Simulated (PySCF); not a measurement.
These are B3LYP-D3(BJ)/def2-TZVP // PBE0-D4/def2-TZVP in PySCF values and carry that method's errors. All species are isolated molecules in the gas phase. B3LYP has the VWN-RPA correlation part, as in Gaussian. 

Reference species (SMILES): `C=[C]C` (neutral, multiplicity 2).

dipole moment: 0.93 D
highest occupied spin orbital: -5.96 eV

Changed species: `[H]/[C]=C\C` (H atom removed from C1; the reference has H atom removed from C2).

Problem. Give the shifts of the dipole moment and highest occupied spin orbital.

Solution. the dipole moment rises by 0.15 D, to 1.08 D; the highest occupied spin orbital drops by 0.47 eV, to -6.43 eV.
